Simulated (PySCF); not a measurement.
**Bonding in `C=CC[Si@H]([SiH3])[SiH2]Cl`**

Compound: C₃H₁₁ClSi₃.
Atom-mapped SMILES: `[CH2:1]=[CH:2][CH2:3][Si@H:4]([SiH3:5])[SiH2:6][Cl:7]` (hydrogens: H8, H9 on C1; H10 on C2; H11, H12 on C3; H13 on Si4; H14, H15, H16 on Si5; H17, H18 on Si6)

Structure used (GFN2-xTB), in Å, numbered top down from 1:
```xyz
18
C3H11ClSi3 angstrom
C      2.989    0.586   -0.642
C      1.873   -0.064   -0.919
C      0.530    0.560   -0.997
Si    -0.491    0.116    0.575
Si    -0.726   -2.200    0.719
Si    -2.427    1.405    0.501
Cl    -3.770    0.546    1.767
H      2.995    1.653   -0.487
H      3.940    0.087   -0.566
H      1.895   -1.137   -1.069
H      0.626    1.642   -1.089
H      0.006    0.197   -1.882
H      0.344    0.606    1.697
H     -2.008   -2.567    1.320
H     -0.683   -2.835   -0.604
H      0.323   -2.844    1.515
H     -2.326    2.797    0.947
H     -3.100    1.459   -0.800
```

Bond orders from the PBE0/pcSseg-1 density (PySCF). The structure is a single GFN2-xTB conformer in the gas phase; no vibrational or solvent corrections.

Problem. Where do the orders between heavy atoms depart from those drawn in the SMILES?

Solution. The largest departure is 0.133, at C3–Si4 (drawn single, 0.867). Drawn single, order below 0.88: C3–Si4 (0.867).

Problem. Set the Mayer orders of the bonds between heavy atoms beside their lengths.

Solution. 
```tsv
bond	drawn as	length (Å)	Mayer order
C1–C2	double	1.321	1.976
C2–C3	single	1.483	1.050
C3–Si4	single	1.926	0.867
Si4–Si5	single	2.332	0.887
Si4–Si6	single	2.327	0.882
Si6–Cl7	single	2.035	0.929
```

Bonds between the same two heavy elements. C–C: lowest C2–C3 (1.050, 1.483 Å), highest C1–C2 (1.976, 1.321 Å). Si–Si: all 2 within 0.02 of one another (0.882 to 0.887).

Problem. And the bonds to hydrogen?

Solution. C–H: 0.93 to 0.96 (5 bonds); H–Si: 0.92 to 0.94 (6 bonds).

Problem. Sum the orders of all bonds at each heavy atom with more than one neighbour and set the sums beside the valence in the SMILES.

Solution. C1 3.886 (drawn 4), C2 3.973 (drawn 4), C3 3.797 (drawn 4), Si4 3.573 (drawn 4), Si5 3.697 (drawn 4), Si6 3.656 (drawn 4). Orders between atoms that aren't bonded are not in these sums.

Mayer orders depend on the basis set.
